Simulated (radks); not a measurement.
Spherical jellium clusters: N electrons in a uniform positive sphere of charge N and radius rs N^(1/3), rs = 4.35 bohr. Method: non-relativistic Kohn-Sham, LDA (Slater exchange, Perdew-Wang correlation), spin-polarised, spherical densities; computed with a radial shooting solver with Libxc functionals. Levels are named by radial order and angular momentum (1s, 1p, 1d, 2s, ...), and open shells are averaged over m. Each electron was tried in the lowest free levels, single moves between levels near the top were tried too, and the lowest total energy was kept; such a search can miss a lower state. Energies include the self-energy of the background; IP and EA are vertical (highest electron removed, lowest free level filled), at fixed background; spill-out counts the electrons outside the background radius R, and alpha is the static dipole polarisability from linear response (closed shells only). A dash means not computed or, for alpha, an open shell; in EA it means that no bound solution was reached, which is typical of self-interaction and does not show that the anion is unstable. Real open-shell clusters deform, which this model forbids.

N        open shells  2S  E/N (eV)  E(N+1) + E(N-1) - 2E(N) (eV)  EA (eV)  alpha/R^3
1   1s(up 1, down 0)   1    -1.288                             -        -          -
2               none   0    -1.685                         0.957        -      1.566
3   1p(up 1, down 0)   1    -1.498                        -0.583        -          -
4   1p(up 2, down 0)   2    -1.550                        -0.399        -          -
5   1p(up 3, down 0)   3    -1.661                         0.283        -          -
6   1p(up 3, down 1)   2    -1.688                        -0.325        -          -
7   1p(up 3, down 2)   1    -1.754                        -0.233    1.528          -
8               none   0    -1.832                         1.031        -      1.390
9   1d(up 1, down 0)   1    -1.779                        -0.236        -          -
10  1d(up 2, down 0)   2    -1.759                        -0.200        -          -
11  1d(up 3, down 0)   3    -1.762                        -0.170    1.308          -
12  1d(up 4, down 0)   4    -1.778                        -0.145    1.470          -
13  1d(up 5, down 0)   5    -1.803                         0.308    1.194          -
14  1d(up 5, down 1)   4    -1.802                        -0.156    1.373          -
15  1d(up 5, down 2)   3    -1.812                        -0.134    1.525          -
16  1d(up 5, down 3)   2    -1.829                        -0.115    1.655          -
17  1d(up 5, down 4)   1    -1.851                        -0.101    1.769          -
18              none   0    -1.876                         0.198    1.610      1.298
19  2s(up 1, down 0)   1    -1.887                         0.197    1.471          -
20              none   0    -1.888                         0.311    1.174      1.327
21  1f(up 1, down 0)   1    -1.874                        -0.108    1.293          -
22  1f(up 2, down 0)   2    -1.866                        -0.099    1.400          -
23  1f(up 3, down 0)   3    -1.863                        -0.090    1.497          -
24  1f(up 4, down 0)   4    -1.865                        -0.082    1.585          -
25  1f(up 5, down 0)   5    -1.869                        -0.076    1.665          -
26  1f(up 6, down 0)   6    -1.876                             -    1.739          -

All shells are closed at N = 2, 8, 18, 20 (there: 1s2 1p6 1d10 2s2); the second difference of the energy has clear peaks (12 % above both neighbours; the first and last values, which can be the largest, are not judged, and half-filled shells can peak too) at N = 5, 8, 13, 20.
